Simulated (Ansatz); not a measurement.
Consider the formal exchange of groups at a Ga–C bond: `B[CH]([GaH2])[SiH2]F` + `[CH3][AlH][O][SiH3]` → `[CH3][AlH][O][SiH2][GaH2]` + `BC[SiH2]F`.

Calculated with Ansatz (gas phase, PBE0-D4/def2-TZVP geometries, no zero-point term in ΔE). CCSD(T)/CBS adds triple-zeta CCSD(T) − MP2 to the extrapolated MP2 energy (def2 sets, frozen cores). Functionals use def2-TZVPP. B3LYP here is the variant with VWN-RPA as its local correlation; programs differ in this. For Ga outer-core shells are correlated without core-valence functions, which leaves a few kJ/mol of doubt a bond. Scalar relativity is left out up to krypton. Each species was taken in one conformer, which may not be the lowest.

```csv
level,ΔE (kJ/mol),difference from CCSD(T)/CBS
B3LYP-D4,20.0,-13.2
ωB97M-V,27.1,-6.1
r2SCAN,22.5,-10.7
PBE0,16.2,-17.0
HF/def2-TZVPP,19.4,-13.8
MP2/def2-TZVPP,42.9,9.7
CCSD/def2-TZVPP,30.6,-2.6
CCSD(T)/def2-TZVPP,33.6,0.4
HF/def2-QZVPP,19.5,-13.7
CCSD/CBS(def2),30.2,-3.0
CCSD(T)/CBS,33.2,0
```

Largest T1 diagnostic among the species: 0.013.

From PBE to PBE0 (25 % exact exchange), in def2-TZVPP and without D4, ΔE moves by +3.6 kJ/mol. In def2-TZVPP, CCSD(T) changes the Hartree–Fock value by +14.2 kJ/mol (the triples alone add +3.0 kJ/mol) and MP2 by +23.5 kJ/mol. The D4 term adds +5.7 kJ/mol with B3LYP and +2.8 kJ/mol with PBE0; it sums over pairs of atoms, weighted by their polarisabilities, and B3LYP, whose exchange is more repulsive, gets the larger term.
